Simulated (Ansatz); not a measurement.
Cartesian coordinates (Å):
SMILES: C=CC(C)=[SiH2]
```xyz
13

C      2.0056     0.5865     0.0355
C      1.0715    -0.2641    -0.4147
C     -0.3403    -0.2203    -0.0967
C     -0.8418     0.8647     0.8191
Si    -1.4145    -1.3999    -0.7654
H      3.0417     0.4788    -0.2546
H      1.7679     1.4070     0.6993
H      1.3932    -1.0624    -1.0787
H     -0.3472     0.8113     1.7936
H     -1.9171     0.7988     0.9867
H     -0.6277     1.8542     0.4042
H     -2.8561    -1.3889    -0.4663
H     -0.9353    -2.4656    -1.6621
```
Charge 0, spin multiplicity 1.

All values below come from frozen-core CCSD(T)/cc-pVTZ // B3LYP-D3(BJ)/def2-TZVP in Ansatz (an electronic-structure program). The restricted HF reference is unstable towards unrestricted orbitals.

| Item | Value |
|---|---|
| HF energy | -445.04388 Ha |
| MP2 correlation energy | -0.79214 Ha |

Q: Estimate the CCSD correlation energy, the (T) correction, the total energy and the T1 diagnostic.

A: 
```yaml
CCSD correlation energy: -0.83986 Ha
"(T) correction": -0.04053 Ha
CCSD(T) total energy: -445.92427 Ha
T1 diagnostic: 0.012
```
